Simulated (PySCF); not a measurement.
Spin states of NaTl⁺

Unrestricted PBE0; Na cc-pVDZ, Tl cc-pVDZ-PP with ECP60; scalar-relativistic core potentials (PySCF 2.14). Outer shells of the fragments: Na+ closed shells only; Tl 5d10 6s2 6p1.

Followed along the bond (rough minima from three points):

```tsv
2Ms+1	unpaired	⟨S²⟩ at the start	R at minimum (Å)	Te (eV)
2	σ ↑	0.75	3.62	0.00
2	π ↑	0.75	3.50	1.14
4	σ ↑↑, π ↑	3.75	3.56	6.32
```

Solutions found at the starting distance of 3.105 Å, counted from the lowest of them; the search is not exhaustive and high or unbound solutions are not listed, so other states can lie among these:

```json
{"2Ms+1": "2", "unpaired": "σ ↑", "term": "²Σ⁺", "E (eV)": "0.00", "⟨S²⟩": "0.75", "⟨Lz²⟩": "0.00", "μ (D)": "-8.03"}
{"2Ms+1": "2", "unpaired": "π ↑", "term": "²Π", "E (eV)": "1.05", "⟨S²⟩": "0.75", "⟨Lz²⟩": "1.00", "μ (D)": "-10.27"}
{"2Ms+1": "4", "unpaired": "σ ↑↑, π ↑", "term": "⁴Π", "E (eV)": "6.31", "⟨S²⟩": "3.75", "⟨Lz²⟩": "1.01", "μ (D)": "-9.01"}
{"2Ms+1": "4", "unpaired": "σ ↑, π ↑↑", "term": "⁴Σ⁻", "E (eV)": "7.26", "⟨S²⟩": "3.75", "⟨Lz²⟩": "0.00", "μ (D)": "-10.42"}
{"2Ms+1": "4", "unpaired": "σ ↑↑↑", "term": "⁴Σ⁺", "E (eV)": "9.28", "⟨S²⟩": "3.75", "⟨Lz²⟩": "0.00", "μ (D)": "0.79"}
```

A term symbol is given only where ⟨S²⟩ and ⟨Lz²⟩ are close to those of a pure state; real π, δ and φ orbitals otherwise mix terms. A positive dipole points towards Tl; it is taken about the centre of mass and depends on that origin.

Compare the gap between the two lowest followed solutions at the starting distance with the gap between their minima.

At PBE0 the second solution (doublet, unpaired electrons π ↑) lies +1.05 eV from the first (doublet, unpaired electrons σ ↑) at 3.105 Å and +1.14 eV at the minima; the two curves relax by different amounts, since their minima lie near 3.50 and 3.62 Å.

Spin–orbit coupling is left out, which matters for elements this heavy, above all for dissociation energies. Counting both spins, an empty level lies below a filled one in some of these solutions, because spin and occupation are held.
